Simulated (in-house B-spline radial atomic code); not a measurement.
Be²⁺. Computed with a B-spline radial atomic code. Model: all-electron spherical atom, spin shells full or empty, radial basis limit, no spin-orbit coupling, Breit or QED, empty-state partial waves extrapolated as (l+1/2)^-4, RPA, G0W0 and static COHSEX of the highest shell as one setting changes (uncorrelated shells keep exact exchange).

Empty levels are discrete states of a finite basis, so the steps are uneven.

Given: element Be; charge 2; filled core none; hamiltonian non-relativistic; mean-field start PBE0; highest l of empty states 9; lowest nl shells left uncorrelated 0; highest mean-field shell 1s; box radius 17.55 bohr.

Shell: 1s 1 1 (electrons up and down).

```tsv
highest empty level kept (hartree)	RPA correlation energy (hartree)	G0W0 level (eV)	G0W0 minus most complete (meV)	COHSEX level (eV)	linearised minus solved G0W0 (meV)
3	-0.013301	-152.35	1207.1	-152.93	-21.1
6	?	?	?	?	?
10.5	-0.039395	-152.47	1091.3	-153.82	-20.5
18	-0.052074	-152.71	842.3	-154.48	-20.9
30	?	?	?	?	?
54	-0.074507	-153.25	305.2	-155.83	-22.2
90	-0.080384	-153.41	151.4	-156.21	-22.7
180	-0.084007	-153.5	53.5	-156.45	-23
360	-0.085307	-153.54	17.1	-156.53	-23.1
750	-0.085745	-153.55	4.1	-156.55	-23.2
1800	-0.085849	-153.56	0.7	-156.56	-23.2
6000	-0.085867	-153.56	0	-156.56	-23.2
```

Task: What follows for highest empty level kept = 30?

Result: RPA correlation energy -0.064467 hartree; G0W0 level -153 eV; G0W0 minus most complete 557.3 meV; COHSEX level -155.2 eV; linearised minus solved G0W0 -21.5 meV.

Task: What follows for highest empty level kept = 6?

Result: RPA correlation energy -0.024267 hartree; G0W0 level -152.31 eV; G0W0 minus most complete 1250.7 meV; COHSEX level -153.21 eV; linearised minus solved G0W0 -20.7 meV.
